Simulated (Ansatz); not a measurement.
Ideal-gas functions of ClFHSn, SMILES `[F][SnH][Cl]` radical at 500 K and 1 bar, from an Ansatz frequency run at PBE0-D4/def2-TZVP.

Molar mass 174.17 g/mol, point group C1 (symmetry number 1), electronic degeneracy 2, moments of inertia 53.873, 176.402, 225.602 u Å². Harmonic wavenumbers (cm⁻¹, unscaled): 140, 367, 477, 496, 610, 1740.

Use S(trans) = R[1.5 ln M + 2.5 ln T − 1.1517]; rotational temperatures θ = 24.2544 K / I; S(rot) = R[ln(√π/σ · √(T³/θAθBθC)) + 1.5]; for each mode x = 1.438777 ν̃/T, S = R[x/(eˣ − 1) − ln(1 − e⁻ˣ)] and H = RT x/(eˣ − 1); 1 cm⁻¹ = 0.0119627 kJ/mol; R = 8.31446 J/(mol·K).

Question: By hand: the entropy, in J/(mol·K).

Answer: Translation 184.0. Rotation: θ = 0.4502, 0.1375, 0.1075 K, giving 115.6. Vibration, mode by mode: 15.93, 8.24, 6.30, 6.03, 4.63, 0.34, in all 41.5. Electronic 5.8. Sum 346.9 J/(mol·K).

Question: By hand: H − E and G − E in kJ/mol, counted from the electronic energy.

Answer: Zero-point energy ½ × 3830 × 0.0119627 = 22.9; thermal vibration 11.2; translation, rotation and pV give 4 RT = 16.6. H − E = 50.7 kJ/mol, and G − E = 50.7 − 500 × 346.9/1000 = -122.7 kJ/mol.

Vibration gives 12 % of the entropy, 15.9 J/(mol·K) of it from the mode under 150 cm⁻¹: soft modes count most, and the harmonic formula is weakest for them. The sum counts one conformer and one mirror image; others add a mixing term.
